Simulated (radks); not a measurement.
Question: The mean radii <r> (bohr) of the occupied orbitals of an atom or ion are listed with their occupations. Method: scalar-relativistic Kohn-Sham, SCAN, spin-polarised, spherical densities, finite nucleus; meta-GGA in the generalised Kohn-Sham scheme; Fermi nuclear charge, rms radius of each element as measured or else 0.836 A^(1/3) + 0.57 fm; computed with a radial shooting solver on a logarithmic mesh with Libxc functionals.

| orbital | occ. | <r> |
|---|---|---|
| 1s up | 1 | 0.01835 |
| 1s down | 1 | 0.01835 |
| 2s up | 1 | 0.07753 |
| 2s down | 1 | 0.07753 |
| 2p up | 3 | 0.06943 |
| 2p down | 3 | 0.06943 |
| 3s up | 1 | 0.2008 |
| 3s down | 1 | 0.2008 |
| 3p up | 3 | 0.2012 |
| 3p down | 3 | 0.2012 |
| 3d up | 5 | 0.1825 |
| 3d down | 5 | 0.1825 |
| 4s up | 1 | 0.4494 |
| 4s down | 1 | 0.4494 |
| 4p up | 3 | 0.4776 |
| 4p down | 3 | 0.4775 |
| 4d up | 5 | 0.5114 |
| 4d down | 5 | 0.5111 |
| 5s up | 1 | 1.062 |
| 5s down | 1 | 1.058 |
| 5p up | 3 | 1.225 |
| 5p down | 3 | 1.216 |
| 4f up | 7 | 0.6058 |
| 4f down | 7 | 0.6022 |
| 5d up | 2 | 1.653 |

Name the element and its charge. Open shells, if any, are filled with parallel spins first.

Answer: Z = 74, tungsten, charge +4: W4+ in [Xe] 4f14 5d2. The 1s radius gives Z: for a bare nucleus <r> = (2 gamma + 1)/(2Z) with gamma = sqrt(1 - (Z/c)^2), 0.01813 bohr for Z = 74, and screening makes it slightly larger (0.01835 here). The occupations add up to 70, and the charge is Z minus that.
